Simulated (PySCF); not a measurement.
An equivalent PySCF input for Zn²⁺ (zinc, charge +2), [Ar] 3d10, closed-shell 1S, with scalar relativity by spin-free X2C-1e:

```python
from pyscf import gto, scf, dft, mp, cc
import basis_set_exchange as bse
mol = gto.M(atom="Zn 0 0 0", charge=2, spin=0, symmetry="D2h",
            basis=gto.basis.parse(bse.get_basis("x2c-TZVPPall", elements=["Zn"], fmt="nwchem", augment_diffuse=1)),
            nucmod="G")
mf = dft.UKS(mol, xc="WB97M_V").sfx2c1e()
mf.irrep_nelec = {'Ag': (5, 5), 'B1g': (1, 1), 'B2g': (1, 1), 'B3g': (1, 1), 'B1u': (2, 2), 'B2u': (2, 2), 'B3u': (2, 2)}
mf.kernel()
```

It reaches the same state as the run whose output follows, with an energy that differs only through the grid. The run itself started from symmetry-adapted Hartree-Fock orbitals and held the occupation by maximum overlap, on a logarithmic radial grid, so the iterations belong to that start.

```
SCF conv_tol = 1e-09
number electrons alpha = 14  beta = 14
XC functionals = WB97M_V
    N. Mardirossian and M. Head-Gordon.,  J. Chem. Phys. 144, 214110 (2016)
NLC functional = WB97M_V
cycle= 1 E= -1794.74587779147  delta_E= -0.0066  |g|= 0.148  |ddm|= 0.0986
cycle= 2 E= -1794.74313226021  delta_E= 0.00275  |g|= 0.214  |ddm|= 0.0693
cycle= 3 E= -1794.74838447767  delta_E= -0.00525  |g|= 0.000545  |ddm|= 0.0409
cycle= 4 E= -1794.74838463241  delta_E= -1.55e-07  |g|= 0.000228  |ddm|= 0.000472
cycle= 5 E= -1794.74838464036  delta_E= -7.95e-09  |g|= 1.26e-05  |ddm|= 8.48e-05
cycle= 6 E= -1794.74838464038  delta_E= -2.02e-11  |g|= 4.63e-07  |ddm|= 3.06e-06
converged SCF energy = -1794.74838464038  <S^2> = -2.4868996e-14  2S+1 = 1
```
